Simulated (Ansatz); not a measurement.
Job for Ansatz (a first-principles code): R-PBE0/def2-TZVPP on BeB+, 2S+1 = 1, a spin state set in the input, which need not be the lowest, a point of a bond scan (R = 2.228 Å). Charge +1.

Ansatz 0.2 input:
```yaml
crystal:
  periodic: [false, false, false]
  atoms:
    - {symbol: Be, position_ang: [0.00000000, 0.00000000, 0.00000000]}
    - {symbol: B, position_ang: [0.00000000, 0.00000000, 2.22754000]}
basis:
  gaussian:
    orbitals: def2-TZVPP
    pivot_positions_ang: [[0.00000000, 0.00000000, 0.00000000], [0.00000000, 0.00000000, 2.22754000]]
hamiltonian:
  xc: {name: PBE0}
total_charge: 1
output: {forces: true, orbitals: {seedname: ./end}}
```

The head of its log:

```
WARN ansatz: RAYON_NUM_THREADS=2 ignored (pool sized by the plan → 2); use --threads N
Functional definition: PBE0
integrals: 0.00 GiB planned
310 factors; their error is unknown
mean field: 0.08 GiB planned
mean field evaluation 1: about -1059.5786 eV, gradient 1.8e1 eV
mean field evaluation 2: about -1054.3013 eV, gradient 3.1e1 eV
```

### Question
Predict the final total energy.

### Answer
-39.0158 hartree.
